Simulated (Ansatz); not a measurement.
Start from `C[Se][Si](F)(F)F` and change one element to get `CO[Si](F)(F)F`.

Ansatz, PBE0-D4/def2-TZVP geometries, multiplicity 1. Each molecule was computed in one conformer, which needn't be the lowest.

Scalar relativity is left out up to krypton. Spin–orbit coupling is left out; it splits and shifts lone-pair levels of the heavy atoms by tenths of an eV.

```csv
property,`C[Se][Si](F)(F)F`
HOMO energy (PBE/def2-TZVPP) / eV,-6.20
LUMO energy (B3LYP/def2-TZVPP) / eV,-0.81
HOMO–LUMO gap (PBE0/def2-TZVPP) / eV,6.84
HOMO energy (B3LYP/def2-TZVPP) / eV,-7.16
HOMO energy (ωB97M-V/def2-TZVPP) / eV,-9.58
zero-point energy (PBE0-D4/def2-TZVP) / kJ/mol,126.1
```

(1) What does the change do to each property? (Estimate.)

Answers

(1) The calculation gave: 
```csv
property,`CO[Si](F)(F)F`,shift
HOMO energy (PBE/def2-TZVPP) / eV,-7.74,-1.54
LUMO energy (B3LYP/def2-TZVPP) / eV,0.41,1.22
HOMO–LUMO gap (PBE0/def2-TZVPP) / eV,10.19,3.35
HOMO energy (B3LYP/def2-TZVPP) / eV,-9.17,-2.01
HOMO energy (ωB97M-V/def2-TZVPP) / eV,-11.85,-2.27
zero-point energy (PBE0-D4/def2-TZVP) / kJ/mol,137.8,11.7
```

With PBE0 the HOMO falls by 2.01 eV and the LUMO rises by 1.34 eV, so the gap widens by about 3.35 eV. PBE moves the HOMO by -1.54 eV and ωB97M-V by -2.27 eV.

Positive LUMOs are unbound, so they and the gaps depend on the basis.

B3LYP here is the variant with VWN-RPA as its local correlation; programs differ in this.
